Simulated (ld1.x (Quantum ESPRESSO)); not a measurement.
**An all-electron radial function and its pseudo partner (silver)**

Columns: radius, all-electron u(r) and pseudo u(r) of the 5p shell (level -1.27 eV) of silver in the configuration [Kr] 4d10 5s0.5 5p0.5; PW91, scalar-relativistic, PAW scheme, ld1.x (Quantum ESPRESSO) 7.5.

```csv
r (bohr),all-electron,pseudo
0.173,-0.0429,-0.0042
0.345,-0.0684,-0.0163
0.518,0.0682,-0.0360
0.690,0.1501,-0.0621
0.862,0.1491,-0.0934
1.035,0.0956,-0.1287
1.208,0.0202,-0.1663
1.380,-0.0584,-0.2044
1.553,-0.1323,-0.2422
1.725,-0.1974,-0.2779
1.898,-0.2535,-0.3110
2.070,-0.3002,-0.3404
2.242,-0.3388,-0.3661
2.415,-0.3702,-0.3880
2.588,-0.3951,-0.4060
2.760,-0.4144,-0.4204
2.932,-0.4289,-0.4318
3.105,-0.4394,-0.4404
3.278,-0.4463,-0.4465
3.450,-0.4502,-0.4502
3.623,-0.4516,-0.4516
3.795,-0.4508,-0.4508
3.968,-0.4482,-0.4482
4.140,-0.4441,-0.4441
4.312,-0.4386,-0.4386
4.485,-0.4321,-0.4321
```

(1) How many radial nodes do the two functions have?

(2) At about which radius was the pseudo-wave matched?

(3) Is the pseudo-wave norm-conserving?

Answers

(1) The all-electron 5p function has n − l − 1 = 3 (the table is too coarse to show those close to the nucleus); the pseudo-wave has 0, since the states of the same l below it are removed with the core.

(2) 3.45 bohr, where the columns begin to agree (steps of 0.17 bohr).

(3) No, it belongs to a PAW set: the norm inside the radius is not constrained, and the difference is carried by the augmentation charge.
